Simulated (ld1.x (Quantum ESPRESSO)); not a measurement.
# Ag: one change to a TM potential, before and after

ld1.x (Quantum ESPRESSO) 7.5 input, shortened:

```
&input
   title='Ag', zed=47., rel=2, dft='PZ', iswitch=3,
   config='[Kr] 4d10 5s0 5p0', rel_dist='average'
 /
 &inputp
   pseudotype=2, tm=.true., lloc=0,
   nlcc=.true., new_core_ps=.true.
 /
3
4P  2  1   6.00   0.00  1.20  1.20  0.0
4D  3  2  10.00   0.00  1.35  1.35  0.0
4S  1  0   2.00   0.00  1.35  1.35  0.0
 &test
   configts(1)='4s2 4p6 4d10 5s0 5p0'
 /
```

Open shells are filled in proportion to 2j + 1 (rel_dist='average').

All-electron outer shells of the reference configuration (LDA (PZ), scalar-relativistic, ld1.x):

```json
{"shell": "3d", "level (eV)": "-367.08", "outermost node (bohr)": "–", "outermost maximum (bohr)": "0.27"}
{"shell": "4s", "level (eV)": "-103.37", "outermost node (bohr)": "0.44", "outermost maximum (bohr)": "0.82"}
{"shell": "4p", "level (eV)": "-66.98", "outermost node (bohr)": "0.44", "outermost maximum (bohr)": "0.87"}
{"shell": "4d", "level (eV)": "-15.92", "outermost node (bohr)": "0.43", "outermost maximum (bohr)": "1.04"}
{"shell": "5s", "level (eV)": "-11.63", "outermost node (bohr)": "1.11", "outermost maximum (bohr)": "2.34"}
{"shell": "5p", "level (eV)": "-6.42", "outermost node (bohr)": "1.24", "outermost maximum (bohr)": "3.00"}
```

Change: reference 4s2 4p6 4d10 5s0.75 5p0 (5s counted twice).

Cutoffs: the cutoffs (Ry, on a coarse ladder) from which the occupation-weighted sum of valence levels, in a spherical-Bessel basis at the reference potential, stays within 10 and 1 mRy of its value at 400 Ry; they do not see the model core or the augmentation charge, which bear on the density cutoff. Errors are all-electron minus pseudo energies relative to the spin-unpolarised reference configuration.

Q: What does the change do?

A: The miss of the reference levels goes from 0.00 to 0.92 eV; neither file shows a bound ghost at the reference potential, the only one tested. In the changed file ld1.x takes every shell without a wave as core, so the model core holds the 5s electrons as well and exchange and correlation see them twice. This cancels in the reference configuration, but the file is broken for other ones, and its errors say nothing about a proper core correction.

```tsv
quantity	base	changed
bound ghosts	none	none
largest miss of a reference level, eV	0.00	0.92
largest error over its own tests, meV	+2086	-2517
s: phases at 1.50 bohr within 0.05 rad from the reference energy up to (Ry; the scan ends near 5)	-1.8	-1.3
p1/2: phases at 1.50 bohr within 0.05 rad from the reference energy up to (Ry; the scan ends near 5)	1.0	1.5
p3/2: phases at 1.50 bohr within 0.05 rad from the reference energy up to (Ry; the scan ends near 5)	0.8	1.3
d3/2: phases at 1.50 bohr within 0.05 rad from the reference energy up to (Ry; the scan ends near 5)	3.9	4.4
d5/2: phases at 1.50 bohr within 0.05 rad from the reference energy up to (Ry; the scan ends near 5)	3.8	4.2
```

Changed file: These tests converged, but a pseudo level misses the all-electron one widely, so the file describes the atom poorly there or has found another state: 4s2 4p6 4d9 5s0 5p0: empty 5s by 2.2 eV.
